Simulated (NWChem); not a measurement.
Everything below was run with NWChem. System: CH6BClO, charge 0, spin multiplicity 1, at a geometry optimised with PBE/def2-SVP. The structure started from a generated list of species. Level: PBE0/def2-TZVP.

The NWChem input:

```
start mol
memory heap 200 mb stack 800 mb global 1000 mb
geometry units angstroms nocenter noautoz noautosym
  B      0.997395     0.141218     0.340218
  H      0.922223     0.524458     1.502470
  H      2.063416     0.313507    -0.233494
  Cl     0.249040    -1.512617     0.074628
  C     -1.319739     1.398135     0.004275
  O      0.017854     1.184396    -0.507492
  H     -1.286807     1.875890     1.004213
  H     -1.761534     0.389322     0.086932
  H     -1.887970     2.011523    -0.720185
  H      0.505617     2.029730    -0.575420
end
basis spherical
  * library def2-tzvp
end
dft
  xc pbe0
  semidirect memsize 60000000 filesize 0
  iterations 100
end
task dft energy
```

NWChem printed:

```
             Northwest Computational Chemistry Package (NWChem) 7.3.0
             --------------------------------------------------------

                                NWChem Input Module
                                -------------------

 Scaling coordinates for geometry "geometry" by  1.889725989
 (inverse scale =  0.529177249)

                             Geometry "geometry" -> ""
                             -------------------------

 Output coordinates in angstroms (scale by  1.889725989 to convert to a.u.)

  No.       Tag          Charge          X              Y              Z
 ---- ---------------- ---------- -------------- -------------- --------------
    1 B                    5.0000     0.99739500     0.14121800     0.34021800
    2 H                    1.0000     0.92222300     0.52445800     1.50247000
    3 H                    1.0000     2.06341600     0.31350700    -0.23349400
    4 Cl                  17.0000     0.24904000    -1.51261700     0.07462800
    5 C                    6.0000    -1.31973900     1.39813500     0.00427500
    6 O                    8.0000     0.01785400     1.18439600    -0.50749200
    7 H                    1.0000    -1.28680700     1.87589000     1.00421300
    8 H                    1.0000    -1.76153400     0.38932200     0.08693200
    9 H                    1.0000    -1.88797000     2.01152300    -0.72018500
   10 H                    1.0000     0.50561700     2.02973000    -0.57542000

 Effective nuclear repulsion energy (a.u.)     157.8471109757

            Nuclear Dipole moment (a.u.)
            ----------------------------
        X                 Y               Z
 ---------------- ---------------- ----------------
    -0.0000037795     0.0000170075    -0.0000075589


 Summary of "ao basis" -> "" (spherical)
 ------------------------------------------------------------------------------
       Tag                 Description            Shells   Functions and Types
 ---------------- ------------------------------  ------  ---------------------
 *                         def2-tzvp                  on all atoms

                                 NWChem DFT Module
                                 -----------------

 Summary of "ao basis" -> "ao basis" (spherical)
 ------------------------------------------------------------------------------
       Tag                 Description            Shells   Functions and Types
 ---------------- ------------------------------  ------  ---------------------
 B                         def2-tzvp                11       31   5s3p2d1f
 H                         def2-tzvp                 4        6   3s1p
 Cl                        def2-tzvp                13       37   5s5p2d1f
 C                         def2-tzvp                11       31   5s3p2d1f
 O                         def2-tzvp                11       31   5s3p2d1f

 Summary of "ao basis" -> "ao basis" (spherical)
 ------------------------------------------------------------------------------
       Tag                 Description            Shells   Functions and Types
 ---------------- ------------------------------  ------  ---------------------
 B                         def2-tzvp                11       31   5s3p2d1f
 H                         def2-tzvp                 4        6   3s1p
 Cl                        def2-tzvp                13       37   5s5p2d1f
 C                         def2-tzvp                11       31   5s3p2d1f
 O                         def2-tzvp                11       31   5s3p2d1f
[...]
 d= 0,ls=0.0,diis     5   -601.7566323489 -1.39D-04  5.11D-05  2.78D-04    29.2
  Resetting Diis
 d= 0,ls=0.0,diis     6   -601.7566560881 -2.37D-05  1.71D-05  3.36D-05    33.6
 d= 0,ls=0.0,diis     7   -601.7566589510 -2.86D-06  4.91D-06  7.21D-07    37.9
 d= 0,ls=0.0,diis     8   -601.7566589586 -7.57D-09  2.46D-06  7.15D-07    42.0

         Total DFT energy =     -601.756658958561
      One electron energy =    -1140.977162028094
           Coulomb energy =      429.607742546190
    Exchange-Corr. energy =      -48.234350452399
 Nuclear repulsion energy =      157.847110975742

 Numeric. integr. density =       42.000002173988

     Total iterative time =     40.8s

                       DFT Final Molecular Orbital Analysis
                       ------------------------------------

 Vector   19  Occ=2.000000D+00  E=-3.450938D-01
              MO Center=  4.6D-01, -2.0D-01,  4.3D-01, r^2= 2.9D+00
   Bfn.  Coefficient  Atom+Function         Bfn.  Coefficient  Atom+Function
  ----- ------------  ---------------      ----- ------------  ---------------
    59      0.251209   4 Cl py              119      0.191803   6 O  pz
    33     -0.186150   2 H  s                 8     -0.183721   1 B  pz
    60     -0.174852   4 Cl pz              122      0.165334   6 O  pz
    62      0.148480   4 Cl py               58      0.147050   4 Cl px
   125      0.135450   6 O  pz               11     -0.126856   1 B  pz

 Vector   20  Occ=2.000000D+00  E=-2.997405D-01
              MO Center=  3.0D-01, -1.3D+00,  8.0D-02, r^2= 1.8D+00
   Bfn.  Coefficient  Atom+Function         Bfn.  Coefficient  Atom+Function
  ----- ------------  ---------------      ----- ------------  ---------------
    58      0.400180   4 Cl px               60      0.275116   4 Cl pz
    61      0.267113   4 Cl px               55      0.187989   4 Cl px
    63      0.181540   4 Cl pz               59     -0.165513   4 Cl py
    49     -0.153659   4 Cl px               57      0.128782   4 Cl pz
    62     -0.111553   4 Cl py               51     -0.105396   4 Cl pz

 Vector   21  Occ=2.000000D+00  E=-2.701191D-01
              MO Center=  6.1D-01, -8.3D-01,  2.5D-01, r^2= 2.6D+00
   Bfn.  Coefficient  Atom+Function         Bfn.  Coefficient  Atom+Function
  ----- ------------  ---------------      ----- ------------  ---------------
    60      0.378483   4 Cl pz               63      0.269093   4 Cl pz
    58     -0.229423   4 Cl px               57      0.181351   4 Cl pz
    34     -0.172824   2 H  s                40      0.166306   3 H  s
    61     -0.163657   4 Cl px               51     -0.145823   4 Cl pz
     8     -0.142372   1 B  pz               33     -0.141512   2 H  s

 Vector   22  Occ=0.000000D+00  E=-6.411650D-03
              MO Center=  3.5D-01,  2.0D+00, -3.7D-01, r^2= 3.8D+00
   Bfn.  Coefficient  Atom+Function         Bfn.  Coefficient  Atom+Function
  ----- ------------  ---------------      ----- ------------  ---------------
    85      1.147979   5 C  s               163     -1.038600  10 H  s
   116      0.825787   6 O  s               157     -0.482648   9 H  s
   145     -0.477983   7 H  s                 5     -0.454090   1 B  s
   151     -0.339102   8 H  s                 4      0.330770   1 B  s
   124      0.293586   6 O  py               92     -0.286531   5 C  px

 Vector   23  Occ=0.000000D+00  E= 4.624054D-02
              MO Center= -1.7D+00,  1.5D+00,  2.9D-01, r^2= 5.5D+00
   Bfn.  Coefficient  Atom+Function         Bfn.  Coefficient  Atom+Function
  ----- ------------  ---------------      ----- ------------  ---------------
    85      3.679422   5 C  s               145     -1.612740   7 H  s
   157     -1.446014   9 H  s               151     -1.245957   8 H  s
   116     -1.000875   6 O  s                 5     -0.566062   1 B  s
    92      0.359003   5 C  px              123      0.356339   6 O  px
     4      0.308332   1 B  s                83      0.243997   5 C  s

 Vector   24  Occ=0.000000D+00  E= 7.223237D-02
              MO Center=  2.1D-01,  1.2D+00,  2.9D-01, r^2= 7.8D+00
   Bfn.  Coefficient  Atom+Function         Bfn.  Coefficient  Atom+Function
  ----- ------------  ---------------      ----- ------------  ---------------
     5      1.710903   1 B  s               157     -1.474247   9 H  s
    13      1.043529   1 B  py                4     -0.942511   1 B  s
    92     -0.946508   5 C  px               34     -0.884141   2 H  s
   145      0.689725   7 H  s                48      0.617768   4 Cl s
    94     -0.600160   5 C  pz               14      0.574362   1 B  pz

------------------------------------------------------------
EAF file 0: "./mol.aoints.0" size=524288 bytes
------------------------------------------------------------
               write      read    awrite     aread      wait
               -----      ----    ------     -----      ----
     calls:        1         7         0         0         0
   data(b): 5.24e+05  3.67e+06  0.00e+00  0.00e+00
   time(s): 0.00e+00  0.00e+00  0.00e+00  0.00e+00  0.00e+00
rate(mb/s): 0.00e+00  0.00e+00
------------------------------------------------------------

 center of mass
 --------------
 x =   0.06332814 y =  -0.19878490 z =  -0.01506496

 moments of inertia (a.u.)
 ------------------
         526.152138902194         135.420521479461         -16.876107406485
         135.420521479461         205.425062616979          46.466712804092
         -16.876107406485          46.466712804092         661.626788535136

     Multipole analysis of the density
     ---------------------------------

     L   x y z        total         alpha         beta         nuclear
     -   - - -        -----         -----         ----         -------
     0   0 0 0     -0.000000    -21.000000    -21.000000     42.000000

     1   1 0 0     -0.911302     -0.455649     -0.455649     -0.000004
     1   0 1 0      2.003035      1.001509      1.001509      0.000017
     1   0 0 1     -0.310095     -0.155044     -0.155044     -0.000008

     2   2 0 0    -24.099151    -65.916028    -65.916028    107.732905
     2   1 1 0     -0.438172     37.887982     37.887982    -76.214135
     2   1 0 1     -0.606370     -4.648229     -4.648229      8.690089
     2   0 2 0    -20.890226   -142.854522   -142.854522    264.818817
     2   0 1 1     -1.094249     10.944032     10.944032    -22.982313
     2   0 0 2    -25.886048    -25.283954    -25.283954     24.681861

 Task  times  cpu:       42.1s     wall:       42.1s

 Total times  cpu:       42.1s     wall:       42.1s
```
